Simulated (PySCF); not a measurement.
Simulated characterisation data

All values are calculated (PySCF): GFN2-xTB structure, shielding tensors at PBE0/pcSseg-1 (GIAO). Single conformer, isolated molecule, non-relativistic, averaged over atoms made equivalent by symmetry, fast rotation or ring inversion.

Chemical shifts δ = σref − σ; TMS for ¹H (σ = 31.72 ppm) and ¹³C (σ = 186.93 ppm), all at this level. Splittings of carbon signals by F and P are missing where no couplings were computed. Where no couplings were computed, multiplicities follow the n + 1 count of equivalent neighbours, and m marks all less simple cases (inequivalent or close neighbours, rings, F or P nearby). Shifts are as computed. Against solution values, carbons near 30 ppm lie about +3 ppm off and those near 130 ppm about +5 ppm. Of 1309 compounds with measured shifts, 239 miss one by over three times the rms of a fit or turn the order of signals round; such compounds aren't used in these exercises.

Compound 1 (C5H11FSi). ¹H NMR (500 MHz, computed): δ 3.82 (t, 3H), 2.10 (m, 3H), 1.83 (s, 3H), 1.42 (q, 2H). ¹³C{¹H} NMR (computed): δ 159.3, 116.3, 18.0, 16.9, 15.1. Structure: `InChI=1S/C5H11FSi/c1-4(3-7)5(2)6/h3H2,1-2,7H3/b5-4+`.

Compound 2 (C5H11FSi). ¹H NMR (500 MHz, computed): δ 5.90 (m, 1H), 5.48 (m, 2H), 4.18 (d, 3H), 2.18 (q, 2H), 1.05 (t, 3H). ¹³C{¹H} NMR (computed): δ 166.3, 119.3, 90.9, 36.9, 17.8. Structure: SMILES CC/C(=C/[SiH3])CF.
